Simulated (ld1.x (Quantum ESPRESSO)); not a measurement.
copper: TM pseudisation with PBE, scalar-relativistic reference atom.

ld1.x (Quantum ESPRESSO) 7.5 was run on this input:

```
&input
   title='Cu', zed=29., rel=1, dft='PBE', iswitch=3,
   config='[Ar] 3d10 4s0.5 4p0',
   nld=3, rlderiv=1.75, eminld=-11.0, emaxld=5.0, deld=0.04
 /
 &inputp
   pseudotype=2, tm=.true., lloc=2,
   nlcc=.false.,
   file_pseudopw='Cu.UPF', file_wfcaegen='ae.wfc', file_wfcncgen='nc.wfc', file_beta='beta', file_chi='chi'
 /
3
3S  1  0   2.00   0.00  0.85  0.85  0.0
3P  2  1   6.00   0.00  0.85  0.85  0.0
3D  3  2  10.00   0.00  1.60  1.60  0.0
 &test
   configts(1)='3s2 3p6 3d10 4s0.5 4p0'
 /
```

Command:

```bash
ld1.x < Cu.in > Cu.out
```

Output (shortened: banner, matrices, multipoles, cross overlaps and the repeated all-electron block are left out):

```
Program LD1 v.7.5
     --------------------------- All-electron run ----------------------------

     Cu
     scalar relativistic calculation

     atomic number is 29.00
     dft =PBE   lsd =0 sic =0 latt =0  beta=0.20 tr2=1.0E-14
     Exchange-correlation= PBE
                           (   1   4   3   4   0   0   0)
     mesh =1199 r(mesh) = 100.25372 a.u. xmin = -7.00 dx = 0.01250
     1 Ry =  13.60569312 eV, c = 137.03599908

     n l     nl                  e(Ry)          e(Ha)          e(eV)
     1 0     1S 1( 2.00)      -650.8493      -325.4246     -8855.2552
     2 0     2S 1( 2.00)       -78.3821       -39.1911     -1066.4429
     2 1     2P 1( 6.00)       -67.6890       -33.8445      -920.9554
     3 0     3S 1( 2.00)        -8.7305        -4.3653      -118.7845
     3 1     3P 1( 6.00)        -5.6036        -2.8018       -76.2404
     3 2     3D 1(10.00)        -0.6711        -0.3355        -9.1305
     4 0     4S 1( 0.50)        -0.5952        -0.2976        -8.0977
     4 1     4P 1( 0.00)        -0.2513        -0.1257        -3.4194

     final scf error:  2.2E-15 reached in  28 iterations

     Etot =   -3309.469123 Ry,   -1654.734561 Ha,  -45027.621283 eV

     Ekin =    3358.706701 Ry,    1679.353350 Ha,   45697.532660 eV
     Encl =   -7960.415538 Ry,   -3980.207769 Ha, -108306.970940 eV
     Eh   =    1427.162622 Ry,     713.581311 Ha,   19417.536678 eV
     Exc  =    -134.922908 Ry,     -67.461454 Ha,   -1835.719681 eV

     normalization and overlap integrals

     s(1S/1S) =  1.000000  <r> =   0.0521  <r2> =    0.0037  r(max) =   0.0341
     s(2S/2S) =  1.000000  <r> =   0.2352  <r2> =    0.0653  r(max) =   0.1960
     s(2P/2P) =  1.000000  <r> =   0.2064  <r2> =    0.0523  r(max) =   0.1585
     s(3S/3S) =  1.000000  <r> =   0.7123  <r2> =    0.5869  r(max) =   0.6112
     s(3P/3P) =  1.000000  <r> =   0.7500  <r2> =    0.6660  r(max) =   0.6189
     s(3D/3D) =  1.000000  <r> =   1.0309  <r2> =    1.4945  r(max) =   0.6036
     s(4S/4S) =  1.000000  <r> =   2.7469  <r2> =    8.8041  r(max) =   2.1874
     s(4P/4P) =  1.000000  <r> =   3.9806  <r2> =   18.7985  r(max) =   3.1040

     ------------------------ End of All-electron run ------------------------

     --------------------- Generating NC pseudopotential ---------------------

      Generating local pot.: lloc=2, matching radius rcloc =   1.6000

      Wfc   3S  rcut= 0.846  Using Troullier-Martins method

      Wfc   3P  rcut= 0.846  Using Troullier-Martins method

     ------------------- End of pseudopotential generation -------------------

     Computing logarithmic derivative in   1.75764

       Warning: n=1, l=0 expected 0 nodes, found 1
       Setting wfc to zero for this iteration
       (This warning will only be printed once per wavefunction)

       Warning: n=2, l=1 expected 0 nodes, found 1
       Setting wfc to zero for this iteration
       (This warning will only be printed once per wavefunction)

       Warning: n=3, l=2 expected 0 nodes, found 1
       Setting wfc to zero for this iteration
       (This warning will only be printed once per wavefunction)

     Computing logarithmic derivative in   1.75764
     Computing the partial wave expansion
     R is outside the sphere for l=    0 j= 0.00
     R is outside the sphere for l=    1 j= 0.00
       no projector for channel:   2

     ---------------------- Testing the pseudopotential ----------------------

     Cu
     scalar relativistic calculation

     atomic number is 29.00   valence charge is 19.00
     dft =PBE   lsd =0 sic =0 latt =0  beta=0.20 tr2=1.0E-14
     mesh =1199 r(mesh) = 100.25372 xmin = -7.00 dx = 0.01250

     n l     nl             e AE (Ry)        e PS (Ry)    De AE-PS (Ry)
     1 0     3S   1( 2.00)       -8.73050       -8.73064        0.00013
     2 1     3P   1( 6.00)       -5.60357       -5.60370        0.00014
     3 2     3D   1(10.00)       -0.67108       -0.67108        0.00000
     2 0     4S   1( 0.50)       -0.59517       -0.56560       -0.02957  !
     3 1     4P   1( 0.00)       -0.25132       -0.23339       -0.01793  !

     eps = 6.4E-15  iter = 30

     Etot =   -3309.469123 Ry,   -1654.734561 Ha,  -45027.621283 eV
     Etotps =  -380.327754 Ry,    -190.163877 Ha,   -5174.622709 eV

     Ekin =     197.810227 Ry,      98.905114 Ha,    2691.345251 eV
     Encl =    -923.484952 Ry,    -461.742476 Ha,  -12564.652864 eV
     Ehrt =     333.313517 Ry,     166.656759 Ha,    4534.961429 eV
     Ecxc =     -36.499261 Ry,     -18.249630 Ha,    -496.597743 eV
     Epseu=      48.532714 Ry,      24.266357 Ha,     660.321217 eV

     ---------------------- End of pseudopotential test ----------------------
```

Generation and configuration tests took about 2 s on one core of a shared server CPU.
